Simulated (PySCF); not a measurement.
# SMILES CC=C=C=C=C(C)N(C)C, C$_{9}$H$_{13}$N

Geometry (Å), atoms numbered from 1 in this order:
```xyz
23

C     4.447   -0.072    0.953
C     3.406   -1.148    0.887
C     2.169   -0.990    0.455
C     0.964   -0.828    0.032
C    -0.235   -0.666   -0.382
C    -1.475   -0.548   -0.873
C    -1.703   -0.725   -2.350
N    -2.574   -0.312   -0.067
C    -3.741    0.344   -0.599
C    -2.331   -0.112    1.338
H     5.331   -0.345    0.352
H     4.058    0.887    0.585
H     4.801    0.068    1.988
H     3.717   -2.147    1.231
H    -2.477   -1.487   -2.538
H    -2.027    0.214   -2.828
H    -0.772   -1.047   -2.831
H    -4.002   -0.052   -1.589
H    -3.618    1.443   -0.690
H    -4.596    0.157    0.066
H    -1.896    0.882    1.560
H    -1.626   -0.872    1.703
H    -3.276   -0.212    1.892
```

Computed with TDDFT CAM-B3LYP/def2-SVPD circular dichroism and optical rotation, one conformer, gas phase in PySCF 2.14.0. Geometry: PBE0-D3(BJ)/def2-SVP.

States above about 6.3 eV (minus the energy of the highest occupied orbital) lie near or above the ionisation threshold and depend on the basis. No stereocentre is labelled: unless the shape is locked (an allene, a helicene, a hindered biaryl), the mirror image is equally populated and a measured rotation or CD is zero.

Task: Give the optical rotatory dispersion at 633, 589.3, 546 nm.

Result: [α] in deg dm⁻¹ (g/mL)⁻¹:
```csv
λ (nm),origin-invariant length gauge,modified velocity gauge,length gauge (centre of mass),isotropic polarisability (au)
633,+1.2,-29.5,+4.0,167.9
589.3,-81.4,-122.1,-78.0,170.1
546,-267.0,-324.4,-262.9,172.9
```

Where the gauges differ in sign the basis doesn't settle the rotation.

Task: And for the mirror image at 589.3 nm?

Result: +81.4 deg dm⁻¹ (g/mL)⁻¹ (origin-invariant length gauge): the same size and the opposite sign.

Task: What is the molar rotation [Φ] = [α]·M/100 of the geometry above at 589.3 nm?

Result: With M = 135.21 g/mol, -110.0 deg cm² dmol⁻¹ (origin-invariant length gauge).

The first excitation lies at 3.02 eV (410 nm) with R = -17.7 × 10⁻⁴⁰ esu² cm² (velocity form).
